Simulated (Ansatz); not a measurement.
Breaking the O4–H5 bond in H3OSb (SMILES [OH][SbH2]) (multiplicity 1 held, fragments rigid). Energies count from the point at 0.963 Å.
Geometry at that point (charge 0, multiplicity 1):
```xyz
5

Sb    -0.13992    -0.18850     0.17284
H     -1.57926    -0.00124    -0.74909
H      0.34633    -1.50101    -0.82597
O      0.87678     1.17036    -0.87103
H      1.35452     1.75302    -0.27170
```

R- and RO- levels are restricted; in cc, def2 and unpolarised 6-31G sets they are followed outwards from rest. Unrestricted levels (U-) break spin symmetry where that is lower. Active spaces are followed from a long bond inwards. Levels need not reach the same state.

Cores are frozen in the correlated methods. Filled d and f shells under p-block atoms count as core.

Programs: Ansatz (Gaussian orbitals). Each number belongs to the level named beside it. In def2 rows elements past Kr take small-core potentials, without spin–orbit coupling.

Energies in kJ/mol.

| R (Å) | U-MP2/def2-SVP | R-CCSDT/def2-SVP | FIC-NEVPT4(SD) on CASSCF(4,3)/def2-SVP | FIC-MRCISD+Q on CASSCF(4,3)/def2-SVP |
|---|---|---|---|---|
| 0.770 | 159 | 159 | 160 | 158 |
| 0.866 | 32 | 32 | 33 | 31 |
| 0.963 | 0 | 0 | 0 | 0 |
| 1.059 | 18 | 18 | 18 | 18 |
| 1.155 | 61 | 60 | 60 | 61 |
| 1.300 | 145 | 141 | 141 | 142 |
| 1.444 | 296 | 221 | 222 | 222 |
| 1.685 | 426 | 330 | 331 | 330 |
| 1.926 | 464 | 399 | 399 | 396 |
| 2.214 | 478 | 439 | 439 | 435 |
| 2.599 | 482 | 458 | 458 | 453 |
| 3.081 | 483 | 463 | 464 | 458 |

Doubts at one or more of the structures used: a spin-contaminated determinant (U-MP2/def2-SVP); a restricted determinant that unrestricted orbitals would lower (R-CCSDT/def2-SVP); other coupled-cluster roots lie near (R-CCSDT/def2-SVP); active orbitals that take no part (FIC-NEVPT4(SD) on CASSCF(4,3)/def2-SVP, FIC-MRCISD+Q on CASSCF(4,3)/def2-SVP).

Ansatz is a first-principles code.
